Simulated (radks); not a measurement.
Results of a calculation; reference values are marked as such.
Task: Coherent X-ray form factor from a spherical all-electron density. Level of theory: Dirac Kohn-Sham, PBE, spin-unpolarised, spherical densities, point nucleus (a radial shooting solver on a logarithmic mesh with Libxc functionals).

| sin(theta)/lambda (1/angstrom) | f0 (electrons) |
|---|---|
| 0.05 | 19.135 |
| 0.1 | 17.389 |
| 0.15 | 15.742 |
| 0.2 | 14.304 |
| 0.25 | 12.964 |
| 0.3 | 11.715 |
| 0.4 | 9.664 |
| 0.5 | 8.283 |
| 0.6 | 7.390 |
| 0.8 | 6.217 |
| 1 | 5.200 |
| 1.25 | 4.003 |
| 1.5 | 3.039 |
| 2 | 1.914 |

The species is in the configuration that NIST lists as its ground one. Which atom or ion scatters so?

Result: Neutral calcium, [Ar] 4s2. Extrapolating in s^2 from the first two rows gives f0(0) = 19.7, near the electron count 20; among species with that count, the fall with angle is slower the higher Z, and the table is that of Z = 20; from so few rows the species is fixed only to a neighbour or two.
